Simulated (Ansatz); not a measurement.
C2H9AlOSi can be A, `[CH3][AlH][O]C[SiH3]`, or B, `C[SiH2][Al]([CH3])[OH]`.

Isolated molecules relaxed with PBE0-D4/def2-TZVP in Ansatz; ΔE leaves out vibrations. CBS: MP2 limit from def2 TZ/QZ plus the TZ coupled-cluster correction, frozen cores. DFT in def2-TZVPP. B3LYP here is the variant with VWN-RPA as its local correlation; programs differ in this. One conformer a species, not always the lowest.

(1) Which isomer does CCSD(T)/CBS put lower? Give the gap. (Estimate.)

(2) Give E(B) − E(A) in kJ/mol with B2PLYP, B3LYP, r2SCAN-D4, CCSD(T)/def2-TZVPP, ωB97M-V, HF/def2-TZVPP, B3LYP-D4. (An estimate is asked.)

Largest T1 diagnostic: 0.012.

Answers

(1) Computed: B, by 118.9 kJ/mol.

(2) Computed: B2PLYP -111.3, B3LYP -109.2, r2SCAN-D4 -119.8, CCSD(T)/def2-TZVPP -116.1, ωB97M-V -108.6, HF/def2-TZVPP -96.5, B3LYP-D4 -108.0. None reverses the order clearly.

In def2-TZVPP, CCSD(T) changes the Hartree–Fock value by −19.6 kJ/mol (the triples alone add −1.8 kJ/mol) and MP2 by −21.5 kJ/mol.
